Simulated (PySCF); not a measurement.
How methods differ on the excitation energy of Pb

Pb [Xe] 4f14 5d10 6s2 6p2 (3P) → Pb [Xe] 4f14 5d10 6s2 6p1 7s1 (3P), as a difference of total energies. Computed with PySCF 2.14 in aug-cc-pwCVDZ-PP with ECP60MDF, with a scalar-relativistic core potential. Correlated levels: valence: 5s2 5p6 5d10 frozen. The calculations carry no spin-orbit coupling.

```json
{"method": "UHF", "excitation energy (cm⁻¹)": "31025"}
{"method": "MP2 (valence)", "excitation energy (cm⁻¹)": "31162"}
{"method": "SCS-MP2 (valence)", "excitation energy (cm⁻¹)": "31112"}
{"method": "CCSD (valence)", "excitation energy (cm⁻¹)": "31171"}
{"method": "CCSD(T) (valence)", "excitation energy (cm⁻¹)": "31153"}
{"method": "CCSDT (valence)", "excitation energy (cm⁻¹)": "31143"}
```

Spin-orbit coupling is strong in these open shells (close to jj coupling). The scalar numbers leave it out and a first-order estimate fails, so it can dominate the gap to the real levels.

The promoted electron is Rydberg-like, and one or two diffuse shells describe it only roughly, which tends to raise the upper state.
